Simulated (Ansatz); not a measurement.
`[OH][Ge][F]` + silanol → `[F][Ge][O][SiH3]` + H₂O at 400 K and 1 bar (ligand exchange at a Ge–O bond).

Computed with Ansatz on PBE0-D4/def2-TZVP structures; ΔE is electronic, products minus reactants. CCSD(T)/CBS adds triple-zeta CCSD(T) − MP2 to the extrapolated MP2 energy (def2 sets, frozen cores). This one scheme is used for every species. For Ge outer-core shells are correlated without core-valence functions, which leaves a few kJ/mol of doubt a bond. Scalar relativity is left out up to krypton. Each species was taken in one conformer, which may not be the lowest.

```tsv
species	CCSD(T)/CBS energy (Eh)	H − E (kJ/mol)	S (J/(mol·K))
`[OH][Ge][F]`	-2251.74560	59.1	297.8
`O[SiH3]`	-366.69042	120.0	276.4
`[F][Ge][O][SiH3]`	-2542.06230	110.7	372.4
H₂O	-76.37941	69.8	198.6
```

H − E and S are ideal-gas, rigid-rotor, harmonic terms from PBE0-D4/def2-TZVP, for one conformer and one mirror image of each species. 1 Eh = 2625.50 kJ/mol, R = 8.31446 J/(mol·K).

Task: By hand: ΔE, ΔH, ΔS and ΔG.

Result: ΔE = (-2542.06230) + (-76.37941) − (-2251.74560) − (-366.69042) = -0.00569 Eh = -14.9 kJ/mol. Δ(H − E) = 110.7 + 69.8 − 59.1 − 120.0 = 1.4, so ΔH = -13.5 kJ/mol. ΔS = 372.4 + 198.6 − 297.8 − 276.4 = -3.2 J/(mol·K). ΔG = -13.5 − 400 × (-3.2)/1000 = -12.2 kJ/mol.

Task: By hand: the equilibrium constant, and the temperature at which ΔG would vanish if ΔH and ΔS stayed fixed.

Result: log₁₀ K = −ΔG/(RT ln 10) = 1.6. ΔG = 0 at ΔH/ΔS = 4219 K, far beyond where these terms or the molecules hold.

The number of gas molecules stays the same, so ΔS is small and ΔH decides. A doubt of 5 kJ/mol in ΔE shifts log₁₀ K by 0.7 here. Other conformers and mirror images would add mixing entropy, several J/(mol·K) or more a flexible species. These are equilibria of isolated gas molecules and say nothing of rates. Largest T1 diagnostic: 0.015 (customary marks: 0.02 for closed shells, 0.045 for open ones).
